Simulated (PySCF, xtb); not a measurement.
C₂H₅I, SMILES CCI.

GFN2-xTB (xtb 6.7.1) at its own geometry gives an orbital gap of 4.66 eV and a dipole moment of 3.97 D.

Coordinates come from a PBE0-D3(BJ)/def2-SVP optimisation. The def2 effective core potentials stand for the cores of I; spin–orbit coupling is left out.

Q: What does PBE/def2-TZVPD run with PySCF give? (An estimate is asked for; the answer gives what the named calculation found.)

A: gap 4.30 eV (levels -6.08 and -1.78 eV), dipole 2.01 D.
